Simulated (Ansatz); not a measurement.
```yaml
atoms:
  - { symbol: H, position_ang: [-0.7755, 0.8539, -1.1448] }
  - { symbol: Li, position_ang: [-0.8374, 1.2056, 0.6975] }
  - { symbol: Li, position_ang: [1.0838, 0.6233, -1.0383] }
  - { symbol: H, position_ang: [1.0219, 0.9750, 0.8040] }
  - { symbol: Li, position_ang: [-1.0219, -0.9750, -0.8040] }
  - { symbol: H, position_ang: [-1.0838, -0.6233, 1.0383] }
  - { symbol: H, position_ang: [0.8374, -1.2056, -0.6975] }
  - { symbol: Li, position_ang: [0.7755, -0.8539, 1.1448] }
```

Basis set: 6-31G* (spherical functions). All electrons are correlated. Charge 0, multiplicity 1.

Computed with Ansatz (development build ahead of 0.2.0); each method stands on the lowest determinant of its kind that the runs found. Restricted open shells among the atoms or ions are ROHF, correlated in semicanonical orbitals with singles.

The atomization energy at this shape (free ground-state atoms in the same class of orbitals less the molecule, no zero-point energy) of singlet Li₄H₄:

```tsv
method	atomization energy
RHF-MP2	1299.7 kJ/mol
```

Question: What does RHF give?

Answer: 1101.7 kJ/mol.
